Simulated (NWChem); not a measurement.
All runs are NWChem calculations. System: H2Ge, charge 0, spin multiplicity 1, at a geometry optimised with B3LYP/def2-SVP. The structure started from a generated list of species. Level: BHandHLYP/def2-SVPD.

Job file:

```
start mol
memory heap 200 mb stack 900 mb global 1100 mb
geometry units angstroms nocenter noautoz
  Ge     0.000000     0.000000     0.066351
  H     -1.142489     0.000000    -1.061618
  H      1.142489     0.000000    -1.061618
  symmetry group C2v
end
basis spherical
  * library def2-svpd
end
dft
  xc bhlyp
  semidirect memsize 60000000 filesize 0
  iterations 100
end
property
  dipole
  response 1 0.0
end
task dft property
```

Part of the output:

```
             Northwest Computational Chemistry Package (NWChem) 7.3.0
             --------------------------------------------------------

                                NWChem Input Module
                                -------------------

 Scaling coordinates for geometry "geometry" by  1.889725989
 (inverse scale =  0.529177249)

 Turning off AUTOSYM since
 SYMMETRY directive was detected!

                             Geometry "geometry" -> ""
                             -------------------------

 Output coordinates in angstroms (scale by  1.889725989 to convert to a.u.)

  No.       Tag          Charge          X              Y              Z
 ---- ---------------- ---------- -------------- -------------- --------------
    1 Ge                  32.0000     0.00000000     0.00000000     0.06635100
    2 H                    1.0000    -1.14248900     0.00000000    -1.06161800
    3 H                    1.0000     1.14248900     0.00000000    -1.06161800

 Effective nuclear repulsion energy (a.u.)      21.3263105001

            Nuclear Dipole moment (a.u.)
            ----------------------------
        X                 Y               Z
 ---------------- ---------------- ----------------
     0.0000000000     0.0000000000    -0.0000075589

      Symmetry information
      --------------------

 Group name             C2v
 Group number             16
 Group order               4
 No. of unique centers     2

      Symmetry unique atoms

     1    2


 Summary of "ao basis" -> "" (spherical)
 ------------------------------------------------------------------------------
       Tag                 Description            Shells   Functions and Types
 ---------------- ------------------------------  ------  ---------------------
 *                         def2-svpd                  on all atoms

                              NWChem Property Module
                              ----------------------

                                 NWChem DFT Module
                                 -----------------

 Summary of "ao basis" -> "ao basis" (spherical)
 ------------------------------------------------------------------------------
       Tag                 Description            Shells   Functions and Types
 ---------------- ------------------------------  ------  ---------------------
 Ge                        def2-svpd                14       38   6s4p4d
 H                         def2-svpd                 4        8   2s2p

 Summary of "ao basis" -> "ao basis" (spherical)
 ------------------------------------------------------------------------------
       Tag                 Description            Shells   Functions and Types
 ---------------- ------------------------------  ------  ---------------------
 Ge                        def2-svpd                14       38   6s4p4d
 H                         def2-svpd                 4        8   2s2p

            General Information
            -------------------
          SCF calculation type: DFT
          Wavefunction type:  closed shell.
          No. of atoms     :     3
          No. of electrons :    34
           Alpha electrons :    17
            Beta electrons :    17
          Charge           :     0
          Spin multiplicity:     1
          Use of symmetry is: off; symmetry adaption is: off
          Maximum number of iterations: 100
          AO basis - number of functions:    54
                     number of shells:    22
          Convergence on energy requested:  1.00D-06
[...]
    11     -0.243183  1 Ge py                 8      0.078861  1 Ge py
    45      0.028447  2 H  py                53      0.028447  3 H  py

 Vector   19  Occ=0.000000D+00  E= 3.502176D-02
              MO Center=  2.4D-09,  3.6D-10,  2.0D-01, r^2= 9.6D+00
   Bfn.  Coefficient  Atom+Function         Bfn.  Coefficient  Atom+Function
  ----- ------------  ---------------      ----- ------------  ---------------
     6     -2.933016  1 Ge s                  5      2.845238  1 Ge s
    18     -0.311453  1 Ge pz                40     -0.276695  2 H  s
    48     -0.276695  3 H  s                  3     -0.194874  1 Ge s
     4      0.166873  1 Ge s                 15     -0.108422  1 Ge pz
    46     -0.054178  2 H  pz                54     -0.054178  3 H  pz

 Vector   20  Occ=0.000000D+00  E= 6.007082D-02
              MO Center= -3.3D-09, -9.2D-10,  2.6D-01, r^2= 5.0D+00
   Bfn.  Coefficient  Atom+Function         Bfn.  Coefficient  Atom+Function
  ----- ------------  ---------------      ----- ------------  ---------------
    37      0.581455  1 Ge d  1              16     -0.410449  1 Ge px
    13     -0.255247  1 Ge px                39     -0.184103  2 H  s
    47      0.184103  3 H  s                 10      0.144795  1 Ge px
    46      0.109350  2 H  pz                54     -0.109350  3 H  pz
    22     -0.082207  1 Ge d  1              32      0.074149  1 Ge d  1

 center of mass
 --------------
 x =   0.00000000 y =   0.00000000 z =   0.06880630

 moments of inertia (a.u.)
 ------------------
           8.915047517175           0.000000000000           0.000000000000
           0.000000000000          18.310481581557           0.000000000000
           0.000000000000           0.000000000000           9.395434064383

     Multipole analysis of the density
     ---------------------------------

     L   x y z        total         alpha         beta         nuclear
     -   - - -        -----         -----         ----         -------
     0   0 0 0     -0.000000    -17.000000    -17.000000     34.000000

     1   1 0 0      0.000000      0.000000      0.000000      0.000000
     1   0 1 0      0.000000      0.000000      0.000000      0.000000
     1   0 0 1      0.080513      0.040260      0.040260     -0.000008

     2   2 0 0    -15.411834    -12.367160    -12.367160      9.322486
     2   1 1 0      0.000000      0.000000      0.000000      0.000000
     2   1 0 1     -0.000000     -0.000000     -0.000000      0.000000
     2   0 2 0    -12.077935     -6.038968     -6.038968      0.000000
     2   0 1 1      0.000000      0.000000      0.000000      0.000000
     2   0 0 2    -16.708405    -12.630452    -12.630452      8.552499

 *** CALLING NEW AORESP DRIVER FOR CLOSED AND OPEN SHELLS ***
 Entering AOResponse driver routine

--------------------------------------------------------------------------------

          ****************
          *** RESPONSE ***
          ****************

 Response module for NWChem and dynamic CPKS solver

          -----------------------------------------------
          Solving response equations for perturbing field
          -----------------------------------------------

 number of frequencies:     1
 frequency in a.u.:  0.0000000E+00
 Perturbing field: electric
 Using El. Dipole Length Gauge

 Setting up CPKS with frequency omega =      0.00000000 a.u.

 STATIC response

                                NWChem CPHF Module
                                ------------------

  scftype          =     RHF
  nclosed          =       17
  nopen            =        0
  variables        =      629
  # of vectors     =        3
  tolerance        = 0.10D-03
  level shift      = 0.00D+00
  max iterations   =       50
  max subspace     =       30

  int2e_file: Failed to allocate cache ... halving
 SCF residual:    2.1767188897773455E-006

Iterative solution of linear equations
  No. of variables      629
  No. of equations        3
  Maximum subspace       30
        Iterations       50
       Convergence  1.0D-04

   iter   nsub   residual    time
   ----  ------  --------  ---------
     1      3    2.04D+00       2.5
     2      6    4.20D-01       3.5
     3      9    3.24D-01       4.4
     4     12    1.30D-01       5.3
     5     15    7.09D-03       6.9
     6     18    1.08D-03       8.4
     7     21    7.86D-05       9.8

 Electric Dipole Response Matrix (nonzero elements):

              1        2        3
    1   39.9822  -0.0000  -0.0000
    2   -0.0000  30.0739  -0.0000
    3   -0.0000  -0.0000  41.1256

 ------------------------------------------
 average:        37.06056 + I       0.00000

 DFT Linear Response polarizability / au
 Frequency  =       0.0000000 / au
 Wavelength = -999999.0000000 / nm
              X              Y              Z
 -----------------------------------------------
 X      39.9821802     -0.0000000     -0.0000000
 Y      -0.0000000     30.0739337     -0.0000000
 Z      -0.0000000     -0.0000000     41.1255727
 -----------------------------------------------
 Eigenvalues =      39.9821802     30.0739337     41.1255727
 Isotropic   =      37.0605622
 Anisotropic =      10.5266191
 -----------------------------------------------

 Magnetic Dipole Response Matrix (nonzero elements):
 Optical rotation tensor Beta

 *** static G'=0. Use GPRIME input with finite omega
 *** or better ORBETA without GPRIME for small or zero freq.

 zero matrix

 ------------------------------------------
 average:         0.00000 + I       0.00000

 Exiting AOResponse driver routine

          -------------
          Dipole Moment
          -------------

 Center of charge (in au) is the expansion point
         X =       0.0000000 Y =       0.0000000 Z =      -0.0000002

   Dipole moment        0.0805132570 A.U.
             DMX        0.0000000017 DMXEFC        0.0000000000
             DMY        0.0000000039 DMYEFC        0.0000000000
             DMZ        0.0805132570 DMZEFC        0.0000000000
   -EFC- dipole         0.0000000000 A.U.
   Total dipole         0.0805132570 A.U.

   Dipole moment        0.2046458333 Debye(s)
             DMX        0.0000000042 DMXEFC        0.0000000000
             DMY        0.0000000100 DMYEFC        0.0000000000
             DMZ        0.2046458333 DMZEFC        0.0000000000
   -EFC- dipole         0.0000000000 DEBYE(S)
   Total dipole         0.2046458333 DEBYE(S)

 1 a.u. = 2.541766 Debyes

 Task  times  cpu:        9.8s     wall:        9.8s

 Total times  cpu:        9.8s     wall:        9.8s
```
